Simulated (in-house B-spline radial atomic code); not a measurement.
Configurations of Ta IX (Ta8+), with energies counted from [Kr] 4d10 4f13 5s2 5p4. Method: Dirac-Hartree-Fock, average of configuration, Fermi nucleus of rms radius 5.3507 fm. Calculated with a B-spline radial code for spherical atoms. Energies include first-order Breit, QED and recoil terms.

Occupations are held fixed; configurations that lie above the ionisation limit could autoionise.

```json
{"configuration": "[Kr] 4d10 4f13 5s2 5p3 5d1", "E - E(ref) (eV)": "48.91", "highest orbital": "5d5/2", "its <r> (bohr)": "1.442"}
{"configuration": "[Kr] 4d10 4f13 5s2 5p3 6s1", "E - E(ref) (eV)": "68.416", "highest orbital": "6s1/2", "its <r> (bohr)": "2.081"}
{"configuration": "[Kr] 4d10 4f13 5s2 5p3 6d1", "E - E(ref) (eV)": "98.669", "highest orbital": "6d5/2", "its <r> (bohr)": "2.794"}
{"configuration": "[Kr] 4d10 4f13 5s2 5p3 6g1", "E - E(ref) (eV)": "128.12", "highest orbital": "6g7/2", "its <r> (bohr)": "4.744"}
{"configuration": "[Kr] 4d10 4f12 5s2 5p4 9s1", "E - E(ref) (eV)": "135.7", "highest orbital": "9s1/2", "its <r> (bohr)": "7.116"}
{"configuration": "[Kr] 4d9 4f13 5s2 5p4 6s1", "E - E(ref) (eV)": "283.52", "highest orbital": "6s1/2", "its <r> (bohr)": "2.061"}
{"configuration": "[Kr] 4d9 4f13 5s2 5p4 5g1", "E - E(ref) (eV)": "330.56", "highest orbital": "5g7/2", "its <r> (bohr)": "2.951"}
{"configuration": "[Kr] 4d9 4f13 5s2 5p4 9g1", "E - E(ref) (eV)": "361.42", "highest orbital": "9g7/2", "its <r> (bohr)": "12.11"}
```

Question: Order these further configurations by energy, lowest first.
A. [Kr] 4d10 4f13 5s2 5p3 7g1
B. [Kr] 4d10 4f12 5s2 5p4 6d1
C. [Kr] 4d9 4f13 5s2 5p4 9s1
D. [Kr] 4d10 4f13 5s2 5p3 8g1
E. [Kr] 4d10 4f12 5s2 5p4 9g1

Answer: B (100.49 eV), A (136.36 eV), D (141.73 eV), E (147.78 eV), C (349.33 eV).

Question: How far above the reference does [Kr] 4d9 4f13 5s2 5p4 8g1 lie?

Answer: 357.73 eV; its least bound orbital is 8g7/2 with <r> = 9.314 bohr.

Question: How far above the reference does [Kr] 4d9 4f13 5s2 5p4 8s1 lie?

Answer: 338.99 eV; its least bound orbital is 8s1/2 with <r> = 5.101 bohr.

Question: How far above the reference does [Kr] 4d9 4f14 5s2 5p4 lie?

Answer: 213.36 eV; its least bound orbital is 5p3/2 with <r> = 1.191 bohr.
